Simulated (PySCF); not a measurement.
Gas-phase reaction: H₂Te + 3 F₂ ⇌ TeF₆ + H₂, at 1600 K and a standard pressure of 1 bar. Level: MP2/def2-TZVPP†.

Computed with PySCF and rigid-rotor harmonic-oscillator thermochemistry at 1 bar. † marks an energy on the PBE0/def2-TZVP geometry and frequencies. MP2 freezes the core. All species are closed-shell singlets. Te: scalar-relativistic def2 core potential, no spin-orbit coupling. MP2 isn't extrapolated to the basis-set limit; its ΔH°(298 K) is -1346.9 kJ in def2-SVP and -1501.6 kJ in def2-TZVPP. The harmonic model lacks anharmonicity and excited electronic states, which grow with temperature; levels with a mode under 35 cm⁻¹ are left out.

```
species      E (Ha)  H(1600 K) − E (kJ/mol)  S°(1600 K) (J/mol/K)
-------  ----------  ----------------------  --------------------
H₂Te     -268.63117                   101.8                 301.9
F₂       -199.28260                    60.9                 259.3
TeF₆     -865.89030                   256.1                 578.9
H₂         -1.16460                    74.0                 180.1
```
E: electronic energy; H − E holds the zero-point and thermal terms. 1 Ha = 2625.5 kJ/mol.

Work out ΔH°, ΔS°, ΔG° and log10 K from these numbers.

1. ΔE = 1×(-865.89030) + 1×(-1.16460) − 1×(-268.63117) − 3×(-199.28260) = -0.57593 Ha = -1512.1 kJ.
2. Δ(H − E) = 1×(256.1) + 1×(74.0) − 1×(101.8) − 3×(60.9) = 45.6 kJ, so ΔH° = -1466.5 kJ.
3. ΔS° = 1×(578.9) + 1×(180.1) − 1×(301.9) − 3×(259.3) = -320.8 J/K; the number of gas molecules changes by -2.
4. ΔG° = ΔH° − TΔS° = -1466.5 − 1600×(-320.8)/1000 = -953.2 kJ.
5. log10 K = −ΔG°/(RT ln 10) = 31.12, with RT ln 10 = 30.63 kJ/mol; at standard pressures the products are favoured.
6. A shift of 10 kJ in ΔE would move log10 K by 0.33 here.
For scale, ΔH°(298 K) is -1502 kJ at this level, -1446 kJ at ωB97M-V/def2-TZVP†, and runs from -1537 to -1226 kJ over the 17 levels computed.
